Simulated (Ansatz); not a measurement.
Two isomers of C3H9BS: A = `CBSCC`, B = `CSB(C)C`.

Calculated with Ansatz (gas phase, PBE0-D4/def2-TZVP geometries, no zero-point term in ΔE). CCSD(T)/CBS is the MP2 limit (def2-TZVPP, def2-QZVPP) plus CCSD(T) − MP2 in def2-TZVPP, frozen cores. Functionals use def2-TZVPP. B3LYP here is the variant with VWN-RPA as its local correlation; programs differ in this. Each species was taken in one conformer, which may not be the lowest.

Problem. Which is lower in electronic energy at CCSD(T)/CBS, and by how much? (Best estimate.)

Solution. The calculation gave: B, by 41.6 kJ/mol.

Problem. Give E(B) − E(A) in kJ/mol with r2SCAN-D4, MP2/def2-TZVPP, PBE-D4, B3LYP-D4, HF/def2-TZVPP, PBE0-D4, B3LYP. (An estimate is asked.)

Solution. The calculation gave: r2SCAN-D4 -45.5, MP2/def2-TZVPP -42.5, PBE-D4 -43.9, B3LYP-D4 -43.0, HF/def2-TZVPP -35.1, PBE0-D4 -43.9, B3LYP -39.4. None reverses the order clearly.

Largest T1 diagnostic: 0.012.

The D4 term adds −3.6 kJ/mol with B3LYP and −2.1 kJ/mol with PBE0; it sums over pairs of atoms, weighted by their polarisabilities, and B3LYP, whose exchange is more repulsive, gets the larger term. In def2-TZVPP, CCSD(T) changes the Hartree–Fock value by −6.0 kJ/mol (the triples alone add −0.4 kJ/mol) and MP2 by −7.4 kJ/mol.
